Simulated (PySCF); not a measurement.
Compound: FeI₂ (quintet state).
Bonds: Fe1–I2, Fe1–I3.

Method: PBE0-D3(BJ)/def2-SVP geometry optimisation, gas phase, def2 core potentials past Kr (PySCF); unrestricted, density fitting, grid level 1; the optimiser is geomeTRIC in internal coordinates, started from a GFN2-xTB structure with every atom displaced at random (about 0.03 Å).

Step 0: E = -50581.9094 eV
```
atom  x, y, z in Å  |  force x, y, z in eV/Å
Fe1    -0.5393   -0.4231   -0.0076   -0.403  -0.282  -0.481
I2      0.2347    0.1177    2.1755    0.270   0.171   1.335
I3      0.2881    0.2082   -2.1877    0.133   0.111  -0.854
```

Step 1: E = -50582.0480 eV
```
atom  x, y, z in Å  |  force x, y, z in eV/Å
Fe1    -0.5118   -0.4029   -0.0197    0.335   0.243   0.014
I2      0.2217    0.1066    2.3084   -0.177  -0.127   0.035
I3      0.2737    0.1991   -2.3086   -0.159  -0.116  -0.049
```

Q: Estimate the geometry and energy of step 2. (The exact step hangs on the optimiser's Hessian estimate; all steps are aligned on step 1, rigid shifts and turns removed.)

A: E = -50582.0945 eV, largest force 0.456 eV/Å
```
atom  x, y, z in Å  |  force x, y, z in eV/Å
Fe1    -0.4508   -0.3582   -0.0202    0.365   0.262   0.075
I2      0.1908    0.0833    2.3654   -0.186  -0.129  -0.144
I3      0.2435    0.1777   -2.3651   -0.179  -0.134   0.069
```

The energy changes by -0.0466 eV. The first-order estimate −F·Δx gives -0.0517 eV and the mean of the old and new forces, exact on a quadratic surface, -0.0453 eV. The step makes an angle of 34° with the force vector and moves no atom by more than 0.076 Å.

The cost below is that of the whole optimisation. On one thread, Arm Neoverse V2 (aarch64), shared host, this took 76 s of wall time and 0.38 GiB of memory at its peak.
